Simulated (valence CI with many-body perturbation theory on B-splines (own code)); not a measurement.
# E1 line list for Ga I

Method: configuration interaction combined with many-body perturbation theory (CI+MBPT): three valence electrons over a frozen Dirac-Fock core [Ar] 3d10, a basis of 11 s, 11 p, 10 d, 8 f, 5 g, 2 h functions for each j, with the one-electron correlation potential Σ1, the two-electron term Σ2, the three-electron term Σ3, Breit, model QED; selected CI, second order for the rest, scaled by the run's own slope (own B-spline code, finite nucleus).

Set against measurement, 7 paired levels are off by 178 cm⁻¹ on average, the worst by 257. These come from a selection out of the NIST Handbook of Basic Atomic Spectroscopic Data. Levels without a partner in it may be off by more.

Lines 51 to 100 of 179 in falling wavelength, among levels below 5.675 eV, chosen from the strongest by gf and those to the six lowest levels. Wavelengths and rates use the calculated energies, so an error of 200 cm⁻¹ moves a line at 2296 nm by 4.6 % and its rate by three times that or more. Electric multipoles are in the length gauge, E1 and E2 with the static RPA response of the core. Weak lines are less certain than strong ones. Lines between different terms over intervals too small for the method are left out, as are lines whose strength nearly cancels. The highest levels of a list are the least certain.

```csv
λ vac (nm),Upper,Lower,A (s⁻¹),S (a.u.)
2296,4s²6s ²S_1/2,4s²5p ²P°_3/2,6.65e+06,7.95e+01
2240,4s²6s ²S_1/2,4s²5p ²P°_1/2,3.44e+06,3.82e+01
2234,4s4p² ⁴P_1/2,4s²5p ²P°_3/2,1.38e+04,1.51e-01
2221,4s²8d ²D_3/2,4s²4f ²F°_5/2,2.49e+04,5.38e-01
2220,4s²8d ²D_5/2,4s²4f ²F°_5/2,1.17e+03,3.78e-02
2220,4s²8d ²D_5/2,4s²4f ²F°_7/2,2.33e+04,7.56e-01
2218,4s²6f ²F°_7/2,4s²5d ²D_5/2,1.24e+06,5.33e+01
2218,4s²6f ²F°_5/2,4s²5d ²D_5/2,8.25e+04,2.67e+00
2214,4s²6f ²F°_5/2,4s²5d ²D_3/2,1.15e+06,3.70e+01
2181,4s4p² ⁴P_1/2,4s²5p ²P°_1/2,7.16e+03,7.33e-02
2138,4s²7d ²D_3/2,4s²6p ²P°_3/2,1.60e+05,3.08e+00
2137,4s²7d ²D_5/2,4s²6p ²P°_3/2,9.53e+05,2.75e+01
2120,4s²7d ²D_3/2,4s²6p ²P°_1/2,7.91e+05,1.49e+01
2070,4s²7p ²P°_3/2,4s4p² ⁴P_5/2,8.91e+02,1.56e-02
2067,4s4p² ⁴P_3/2,4s²5p ²P°_3/2,4.94e+02,8.62e-03
2021,4s4p² ⁴P_3/2,4s²5p ²P°_1/2,2.44e+03,3.98e-02
1942,4s²9s ²S_1/2,4s²6p ²P°_3/2,3.03e+05,2.19e+00
1936,4s²9p ²P°_3/2,4s²5d ²D_5/2,1.49e+04,2.13e-01
1935,4s²9p ²P°_1/2,4s²5d ²D_3/2,1.95e+04,1.39e-01
1933,4s²9p ²P°_3/2,4s²5d ²D_3/2,1.53e+03,2.19e-02
1927,4s²9s ²S_1/2,4s²6p ²P°_1/2,1.59e+05,1.13e+00
1865,4s²5f ²F°_7/2,4s4p² ⁴P_5/2,1.95e+02,4.99e-03
1865,4s²5f ²F°_5/2,4s4p² ⁴P_5/2,1.34e+01,2.58e-04
1859,4s²7p ²P°_1/2,4s4p² ⁴P_3/2,2.29e+02,1.45e-03
1853,4s²7p ²P°_3/2,4s4p² ⁴P_3/2,1.93e+01,2.42e-04
1851,4s4p² ⁴P_5/2,4s²5p ²P°_3/2,2.53e+04,4.75e-01
1791,4s²6p ²P°_1/2,4s²4d ²D_3/2,1.09e+06,6.17e+00
1786,4s²8d ²D_3/2,4s²6p ²P°_3/2,6.72e+04,7.56e-01
1786,4s²8d ²D_5/2,4s²6p ²P°_3/2,4.02e+05,6.78e+00
1780,4s²6p ²P°_3/2,4s²4d ²D_5/2,9.31e+05,1.04e+01
1779,4s²6p ²P°_3/2,4s²4d ²D_3/2,1.03e+05,1.14e+00
1774,4s²8d ²D_3/2,4s²6p ²P°_1/2,3.33e+05,3.67e+00
1742,4s²7p ²P°_1/2,4s4p² ⁴P_1/2,8.03e+02,4.19e-03
1736,4s²7p ²P°_3/2,4s4p² ⁴P_1/2,9.12e+02,9.42e-03
1706,4s²7p ²P°_1/2,4s²6s ²S_1/2,5.00e+05,2.45e+00
1701,4s²7p ²P°_3/2,4s²6s ²S_1/2,5.46e+05,5.30e+00
1687,4s²5f ²F°_5/2,4s4p² ⁴P_3/2,1.78e+02,2.53e-03
1558,4s²8p ²P°_3/2,4s4p² ⁴P_5/2,7.30e+02,5.45e-03
1495,4s²6f ²F°_7/2,4s4p² ⁴P_5/2,3.89e+00,5.13e-05
1495,4s²6f ²F°_5/2,4s4p² ⁴P_5/2,2.32e-01,2.29e-06
1490,4s²4f ²F°_7/2,4s²4d ²D_5/2,1.62e+07,2.11e+02
1490,4s²4f ²F°_5/2,4s²4d ²D_5/2,1.08e+06,1.06e+01
1488,4s²4f ²F°_5/2,4s²4d ²D_3/2,1.51e+07,1.48e+02
1434,4s²8p ²P°_1/2,4s4p² ⁴P_3/2,1.66e+02,4.83e-04
1432,4s²8p ²P°_3/2,4s4p² ⁴P_3/2,1.30e+01,7.53e-05
1378,4s²6f ²F°_5/2,4s4p² ⁴P_3/2,3.03e+01,2.35e-04
1364,4s²8p ²P°_1/2,4s4p² ⁴P_1/2,2.96e+02,7.40e-04
1362,4s²8p ²P°_3/2,4s4p² ⁴P_1/2,3.53e+02,1.76e-03
1361,4s²9p ²P°_3/2,4s4p² ⁴P_5/2,9.89e+02,4.92e-03
1341,4s²8p ²P°_1/2,4s²6s ²S_1/2,2.08e+05,4.95e-01
```
